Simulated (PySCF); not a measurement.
Computed IR spectrum (relative IR intensity) of a molecule C4H4Cl2. Geometry optimised at B3LYP-D3(BJ)/def2-SVP. One conformer was computed; it need not be the lowest. Level of theory: PySCF 2.14.0 with B3LYP-D3(BJ)/def2-SVP. Frequencies are harmonic and unscaled.

Lines under 2 % of the strongest are left out, and lines within 2 cm⁻¹ are merged.

| ν (cm⁻¹) | relative intensity |
|---|---|
| 426 | 5.9 |
| 666 | 22 |
| 674 | 8.5 |
| 903 | 100 |
| 939 | 32 |
| 964 | 7.3 |
| 1034 | 11 |
| 1201 | 11 |
| 1267 | 19 |
| 1431 | 10 |
| 1645 | 22 |
| 1700 | 25 |
| 3141 | 2.5 |
| 3182 | 3.5 |
| 3242 | 4.5 |

### Question
Which structure fits?
A) C=CC=C(Cl)Cl
B) C#CCC(Cl)Cl
C) CC(Cl)=C=CCl
D) CC=C=C(Cl)Cl

### Answer
A, C=CC=C(Cl)Cl
